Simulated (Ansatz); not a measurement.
```xyz
2

Ga    0.0000    0.0000    0.0000
N     0.0000    0.0000    1.8500
```

Basis set: cc-pVDZ (spherical functions). Frozen core: 10 orbitals. Charge 0, multiplicity 1.

Computed with Ansatz (development build ahead of 0.2.0); the reference of a correlated method needn't be the lowest determinant of its kind. Restricted open shells among the atoms or ions are ROHF, correlated in semicanonical orbitals with singles.

**Question.** Give the atomization energy at this shape (free ground-state atoms in the same class of orbitals less the molecule, no zero-point energy) of singlet GaN by RHF-CCSD(T), RHF-CCSD.

**Answer.**

```csv
method,atomization energy
RHF-CCSD(T),0.02 eV
RHF-CCSD,-0.46 eV
```

Caution: large amplitudes, a single reference is doubtful; no unrestricted run beside it, a lower state can exist; the reference determinant was not shown to be the lowest.
